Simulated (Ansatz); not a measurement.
AlBH4OSe, SMILES `[OH][AlH][BH][SeH]` from Hartree–Fock to CCSD(T)

```xyz
8

O     0.408   -1.562    0.545
Al   -0.488   -0.161    0.931
B    -0.290    1.325   -0.555
Se    0.808    0.920   -2.050
H     0.436   -2.337    1.104
H    -1.313   -0.164    2.292
H    -0.769    2.419   -0.620
H     1.208   -0.440   -1.647
```

The species carries charge 0 and has multiplicity 1. Correlated methods include outer-core shells of Se, which these sets cover unevenly. Scalar relativity is left out up to krypton. The geometry is a stationary point of PBE0-D4/def2-TZVP. It is one conformer, not always the lowest. Frozen core, restricted reference, Ansatz.

| basis | HF (Eh) | MP2 corr. |
| --- | --- | --- |
| def2-SVP | -2743.23720 | -0.57210 |
| def2-TZVPP | -2743.74488 | -0.69609 |
| def2-QZVPP | -2743.80402 | -1.03170 |

Q: Estimate the CCSD correlation energy and the (T) correction in each basis where they were run (hartree).

A: 
```json
{"basis": "def2-SVP", "CCSD corr.": "-0.60544", "(T)": "-0.01633"}
{"basis": "def2-TZVPP", "CCSD corr.": "-0.72656", "(T)": "-0.02767"}
```
